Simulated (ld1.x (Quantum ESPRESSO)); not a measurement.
## Configuration tests for lead (TM semilocal)

```
Element                 : Pb
Generator               : ld1.x (Quantum ESPRESSO) 7.5
Type                    : norm-conserving Troullier–Martins (semilocal form)
Functional              : PBE
Relativity              : scalar-relativistic
Frozen core             : [Xe] 4f14
Valence charge          : 14
Reference configuration : 5d10 6s1 6p0 (charge +3)
Partial waves           : 6p (bound, empty): rc 2.70 bohr; 5d (bound): rc 1.90 bohr; 6s (bound): rc 1.60 bohr
Local potential         : the s channel
Core correction         : a·sin(br)/r model core, default radius (core density twice the valence density)
```

Energies are relative to the spin-unpolarised reference configuration 5d10 6s1 6p0; without spin polarisation the order of configurations can differ from experiment. The frozen-core shift is the all-electron ΔE with the core orbitals held at their reference shape minus the fully relaxed ΔE.

Give the all-electron excitation energy and the error of the potential for: 5d10 6s2 6p2; 5d10 6s2 6p1; 5d10 6s2 6p0; 5d10 6s2 6p2.3; 5d9 6s2 6p2; 5d10 6s1 6p3; 5d9 6s2 6p3.

```csv
valence configuration,charge,ΔE all-electron (eV),error AE − PS (meV),frozen-core shift (meV)
5d10 6s2 6p2,0,-52.430,+32,-13
5d10 6s2 6p1,+1,-45.854,+21,-11
5d10 6s2 6p0,+2,-32.410,+10,-6.8
5d10 6s2 6p2.3,-0.3,-53.229,+35,-13
5d9 6s2 6p2,+1,-25.267,-217,+24
5d10 6s1 6p3,0,-43.693,+21,-15
5d9 6s2 6p3,0,-33.105,-252,+21
```

Levels in the configuration 5d10 6s2 6p0:

```
level  all-electron (eV)  pseudo (eV)
   5d            -37.846      -37.882
   6s            -27.442      -27.442
```

A variational frozen-core shift is positive and of second order in the change. This column holds negative values, so the frozen-core run of ld1.x carries numerical noise or an error of first order here, and the column gives no more than the rough size of the effect.
